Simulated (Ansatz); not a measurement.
`F[SiH2]OP` + PH₃ → `PP` + `O[SiH2]F`  (ligand exchange at a P–O bond)

Isolated molecules relaxed with PBE0-D4/def2-TZVP in Ansatz; ΔE leaves out vibrations. CCSD(T)/CBS is the MP2 limit (def2-TZVPP, def2-QZVPP) plus CCSD(T) − MP2 in def2-TZVPP, frozen cores. This one scheme is used for every species. Functionals use def2-TZVPP. B3LYP here is the variant with VWN-RPA as its local correlation; programs differ in this. HSE06 is defined as in plane-wave codes. Each species was taken in one conformer, which may not be the lowest.

`F[SiH2]OP`:

Z-matrix (Å, degrees):
```
Si
O 1 1.631
F 1 1.593 2 109.7
H 1 1.474 2 107.1 3 117.0
H 1 1.479 2 110.7 3 -118.0
P 2 1.653 1 129.5 3 81.4
H 6 1.424 2 98.5 1 -120.6
H 6 1.423 2 97.5 1 146.3
```

PH₃:

Cartesian coordinates in Å:
```
P -0.086 -0.029 -0.573
H -0.318 -1.124 0.300
H -0.772 0.887 0.268
H 1.176 0.266 0.006
```

`PP`:

```xyz
6

P    -0.581   -0.734   -0.603
P     0.578    0.735    0.606
H     0.466   -1.696   -0.600
H    -1.194   -1.324    0.536
H    -0.465    1.701    0.596
H     1.197    1.319   -0.534
```

`O[SiH2]F`:

Z-matrix (Å, degrees):
```
Si
F 1 1.596
O 1 1.630 2 111.0
H 1 1.482 2 106.0 3 121.4
H 1 1.474 2 108.2 3 -116.3
H 3 0.958 1 119.1 2 71.8
```

**Question.** Is it downhill or uphill in electronic energy at CCSD(T)/CBS, and by how much? (An estimate is asked.)

**Answer.** Ansatz gave: Downhill: ΔE = -16.6 kJ/mol.

**Question.** What do these levels give: PBE0-D4, HSE06-D4, PBE, PBE0, B3LYP, r2SCAN0, CAM-B3LYP, MP2/def2-SVP, CCSD/def2-TZVPP, HF/def2-QZVPP, MP2/CBS(def2), CCSD/CBS(def2)? (An estimate is asked.)

**Answer.** Ansatz gave: PBE0-D4 -25.3, HSE06-D4 -25.5, PBE -29.1, PBE0 -25.9, B3LYP -12.1, r2SCAN0 -20.7, CAM-B3LYP -5.5, MP2/def2-SVP -14.2, CCSD/def2-TZVPP -10.4, HF/def2-QZVPP 7.7, MP2/CBS(def2) -20.1, CCSD/CBS(def2) -13.4 kJ/mol.

Largest T1 diagnostic among the species: 0.014.

Leaving LDA and LC-ωPBE aside and taking each functional with its dispersion term where it has one, the values, not all of them listed here, spread over 24.5 kJ/mol, from revPBE-D4 to CAM-B3LYP-D4. In def2-TZVPP, CCSD(T) changes the Hartree–Fock value by −19.1 kJ/mol (the triples alone add −3.2 kJ/mol) and MP2 by −22.6 kJ/mol. At CCSD(T), def2-SVP lies +5.3 kJ/mol from the extrapolated value and def2-TZVPP +2.9 kJ/mol.
